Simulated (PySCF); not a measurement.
# Ga (gallium, neutral) across methods

[Ar] 3d10 4s2 5s1, 2S determinant (an excited configuration). Computed with PySCF 2.14 in aug-cc-pVTZ-DK, with the spin-free X2C one-electron Hamiltonian (Gaussian nucleus).

| method | E (hartree) | mean ε 4s α (eV) | mean ε 4s β (eV) | mean ε 5s α (eV) | Σ⟨r²⟩ (bohr²) | ⟨S²⟩ |
| --- | --- | --- | --- | --- | --- | --- |
| PBE | -1943.449 | -12.261 | -12.185 | -1.875 | 85.79 | 0.750 |
| revPBE | -1943.614 | -12.174 | -12.114 | -1.886 | 86.80 | 0.750 |
| CAM-B3LYP | -1943.846 | -14.654 | -14.583 | -2.492 | 85.41 | 0.750 |
| B3LYP | -1943.773 | -13.121 | -13.065 | -2.017 | 84.93 | 0.750 |
| UHF | -1942.07130 | -15.177 | -14.994 | -2.718 | 90.59 | 0.750 |
| TPSS | -1943.701 | -12.259 | -12.206 | -1.838 | 87.20 | 0.750 |
| PBE0 | -1943.461 | -13.199 | -13.106 | -2.165 | 86.98 | 0.750 |
| r2SCAN | -1943.682 | -12.503 | -12.558 | -1.830 | 86.19 | 0.750 |
| LDA | -1940.566 | -12.532 | -12.468 | -1.849 | 83.76 | 0.750 |

The outer electron is Rydberg-like, and this basis confines it to a smaller radius and binds it less than a complete one would.
